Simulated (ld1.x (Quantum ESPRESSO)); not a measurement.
Ranking TM potentials for In (Z = 49)

All share these settings but for the change named:

| Property | Result |
| --- | --- |
| Element | In (Z = 49) |
| Generator | ld1.x (Quantum ESPRESSO) 7.5 |
| Type | norm-conserving Troullier–Martins (Kleinman–Bylander form) |
| Functional | LDA (PZ) |
| Relativity | fully relativistic |
| Frozen core | [Kr] |
| Valence charge | 13 |
| Reference configuration | 4d10 5s2 5p1 |
| Partial waves | 5p (bound): rc 2.80 bohr; 4d (bound): rc 1.85 bohr; 5s (bound): rc 2.20 bohr |
| Local potential | the s channel |
| Core correction | a·sin(br)/r model core, default radius (core density twice the valence density) |

Open shells are filled in proportion to 2j + 1 (rel_dist='average').

Test errors are all-electron minus pseudo excitation energies from the reference, over 4d10 5s2 5p0; 4d10 5s1 5p0; 4d10 5s0 5p0; 4d10 5s0 5p3; 4d9 5s2 5p2; 4d10 5s2 5p0.5; 4d10 5s2 5p1.3. None of these files shows a bound ghost.

The base gives 251.0 meV.

Of 10 variants that were run, those that failed, showed a ghost or another fault, or gave nearly equal values are left out.

A variant can come out equal or close to the base, since the largest error may sit in a test that the change hardly touches while other tests move.

(1) Rank these variants by their largest absolute test error, smallest first.
A. wave 4d (bound): rc 1.85 bohr becomes 4d (bound): rc 1.86 bohr
B. wave 4d (bound): rc 1.85 bohr becomes 4d (bound): rc 2.30 bohr
C. wave 4d (bound): rc 1.85 bohr becomes 4d (bound): rc 2.76 bohr
D. wave 4d (bound): rc 1.85 bohr becomes 4d (bound): rc 1.36 bohr
E. wave 4d (bound): rc 1.85 bohr becomes 4d (bound): rc 2.04 bohr

## Answers

(1) C (71.5 meV), B (137.9 meV), E (215.2 meV), A (251.0 meV), D (284.8 meV).
